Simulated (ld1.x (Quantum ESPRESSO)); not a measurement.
# Cutoff test, iron (Fe), TM

ld1.x (Quantum ESPRESSO) 7.5 input, shortened:

```
&input
   title='Fe', zed=26., rel=1, dft='PBE', iswitch=3,
   config='[Ar] 3d7 4s1 4p0'
 /
 &inputp
   pseudotype=2, tm=.true., lloc=0,
   nlcc=.true., rcore=0.85
 /
3
3P  2  1   6.00   0.00  0.90  0.90  0.0
3D  3  2   7.00   0.00  1.60  1.60  0.0
3S  1  0   2.00   0.00  0.95  0.95  0.0
 &test
   configts(1)='3s2 3p6 3d7 4s1 4p0'
 /
```

Occupied shells without a wave of their own: 4s. They enter only through the test configuration that unscreens the potential, and ld1.x also counts them in the model core charge.

The pseudo-atom Hamiltonian at the reference potential is diagonalised in spherical Bessel functions j_l(qr) that vanish at 20 bohr, with q² up to the cutoff. All-electron valence levels (Ry): 3p -4.0898, 4p -0.0638, 3d -0.2803, 3s -6.5767, 4s -0.3127.

Task: How do the lowest levels (Ry) of each channel move with the cutoff, and are there ghosts?

Result:

```tsv
cutoff (Ry)	p #1	p #2	p #3	d #1	s #1	s #2	s #3	f #1	f #2	Σ f·Δε (mRy)
8	-1.3808	-0.0098	0.0797	0.0565	-5.6313	-0.2439	0.0147	0.1091	0.2334	20578.5
25	-3.5982	-0.0515	0.0564	0.0556	-6.0577	-0.2919	0.0088	0.1091	0.2334	6367.5
50	-4.0697	-0.0635	0.0523	-0.0657	-6.4583	-0.3108	0.0068	0.1091	0.2334	1868.6
100	-4.0847	-0.0640	0.0521	-0.2797	-6.5553	-0.3185	0.0060	0.1091	0.2334	79.1
180	-4.0896	-0.0642	0.0521	-0.2803	-6.5756	-0.3193	0.0059	0.1091	0.2334	4.2
400	-4.0899	-0.0642	0.0521	-0.2803	-6.5767	-0.3194	0.0059	0.1091	0.2334	0.0
```

Result: no extra level below or beside the all-electron valence levels (p, d, s, f tested); 10 mRy is reached at 160 Ry and 1 mRy at 300 Ry.

ld1.x takes every shell without a wave as core, so the model core holds the 4s electrons as well and exchange and correlation see them twice. This cancels in the reference configuration, but the file is broken for other ones, and its errors say nothing about a proper core correction. Its largest configuration-test error is -688 meV.
